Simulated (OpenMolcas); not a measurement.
## Ionisation energies of rubidium

* Program: OpenMolcas
* Basis: ANO-RCC-VQZP [8s7p4d2f1g]
* Scalar Hamiltonian: DKH2, point nucleus
* Spin-orbit coupling: RASSI with atomic mean-field integrals over the reference wave functions, term energies averaged over their components

Active shells in each charge state: the valence s, p, d shells, with orbitals averaged over the low states. Where CASPT2's correlated closed shells are named, they are those of the first ion.

A. CASSCF
B. SS-CASPT2, IPEA 0.25 Eh, imaginary shift 0.1 Eh (closed shells correlated: 4s 4p)
C. SS-CASPT2, IPEA 0 Eh, imaginary shift 0.1 Eh (closed shells correlated: 4s 4p)
D. SS-CASPT2, IPEA 0.25 Eh, imaginary shift 0.1 Eh (closed shells correlated: 3d 4s 4p)
E. SS-CASPT2, IPEA 0.25 Eh, imaginary shift 0.1 Eh (closed shells correlated: none)

Energies in eV between the lowest computed levels, named as in B; reference values from the NIST Atomic Spectra Database with their kind.

```
        From           To      A      B      C      D      E  Spin-orbit share in B         Reference
Rb 5s ²S_1/2  Rb+ 4p⁶ ¹S₀  3.799  4.102  4.131  4.110  3.799                 +0.000  4.177 (measured)
```

Error against the reference values, in %:

| From | Reference | A | B | C | D | E |
| --- | --- | --- | --- | --- | --- | --- |
| Rb | measured | -9.0 | -1.8 | -1.1 | -1.6 | -9.0 |

Absolute error against the one measured value: A 0.38 eV, B 0.07 eV, C 0.05 eV, D 0.07 eV, E 0.38 eV. C lies closest.

The lowest level within the active space need not be the ion's true ground level.
